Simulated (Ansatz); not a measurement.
Cost and result for the atomization energy of CH$_{3}$AlClNS (`N=[CH][Al]([SH])[Cl]`) (8 atoms, 7 bonds).

Cartesian coordinates in Å:
```
N 0.322 1.303 -1.651
C -0.453 0.356 -1.302
Al -0.306 -0.555 0.436
S 1.267 0.152 1.759
Cl -1.565 -2.119 1.025
H 1.015 1.525 -0.931
H -1.215 0.081 -2.043
H 0.935 -0.743 2.707
```

The species carries charge 0 and has multiplicity 1. Geometry: relaxed with PBE0-D4/def2-TZVP. It is one conformer, not always the lowest. Program: Ansatz. All runs use 2 threads of an AMD EPYC 9R45 on a shared host. Times are those of one run each, without the atoms' runs, and a repeat can differ threefold. Electronic energies, without spin–orbit coupling; frozen cores. CCSD(T)/CBS adds CCSD(T) − MP2 in def2-TZVPP to the MP2 limit, and its time is that of the two runs behind it. T1 = 0.012; the RHF reference is unstable towards UHF.

CCSD(T)/CBS is a level of theory with its own doubt, some kJ/mol a heavy atom from the limit and from the frozen cores, so smaller differences don't rank the functionals.

```csv
level,functions,wall time
revPBE-D4/def2-TZVPP,230,1.4 s
PBE-D4/def2-TZVPP (with forces),230,1.8 s
PBE0-D4/def2-TZVPP,230,2 s
BHLYP-D4/def2-TZVPP,230,2.1 s
CCSD(T)/def2-SVP,97,2.1 s
CAM-B3LYP-D4/def2-TZVPP,230,2.5 s
r2SCAN-D4/def2-TZVPP (with forces),230,2.8 s
B2PLYP/def2-TZVPP,230,3.5 s
B97M-V/def2-TZVPP,230,4.9 s
ωB97M-V/def2-TZVPP (with forces),230,7 s
MP2/def2-QZVPP,414,13 s
CCSD(T)/def2-TZVPP,230,48 s
CCSD(T)/CBS(def2),–,60 s
```

(1) What atomization energy does each give, and how far from CCSD(T)/CBS? (An estimate is asked.)

Answers

(1) The calculation gave: 
```csv
level,atomization (kJ/mol),difference from CCSD(T)/CBS,per bond
revPBE-D4/def2-TZVPP,2796.2,-2.6,-0.4
PBE-D4/def2-TZVPP (with forces),2874.5,75.7,10.8
PBE0-D4/def2-TZVPP,2803.2,4.4,0.6
BHLYP-D4/def2-TZVPP,2686.5,-112.3,-16.0
CCSD(T)/def2-SVP,2592.7,-206.1,-29.5
CAM-B3LYP-D4/def2-TZVPP,2788.6,-10.2,-1.5
r2SCAN-D4/def2-TZVPP (with forces),2810.3,11.5,1.6
B2PLYP/def2-TZVPP,2756.5,-42.3,-6.0
B97M-V/def2-TZVPP,2829.1,30.3,4.3
ωB97M-V/def2-TZVPP (with forces),2818.4,19.6,2.8
MP2/def2-QZVPP,2829.3,30.5,4.4
CCSD(T)/def2-TZVPP,2702.5,-96.3,-13.8
CCSD(T)/CBS(def2),2798.8,0.0,0.0
```

The D4 term adds +33.2 kJ/mol with B3LYP and +17.7 kJ/mol with PBE0; it sums over pairs of atoms, weighted by their polarisabilities, and B3LYP, whose exchange is more repulsive, gets the larger term. From r2SCAN to r2SCAN0 (25 % exact exchange), in def2-TZVPP and without D4, the atomization energy moves by −65.8 kJ/mol: exact exchange takes away binding that semilocal exchange gives to molecules. In def2-TZVPP, CCSD(T) changes the Hartree–Fock value by +770.7 kJ/mol (the triples alone add +61.3 kJ/mol) and MP2 by +840.8 kJ/mol; breaking electron pairs costs correlation energy, which Hartree–Fock lacks.

B3LYP here is the variant with VWN-RPA as its local correlation; programs differ in this.
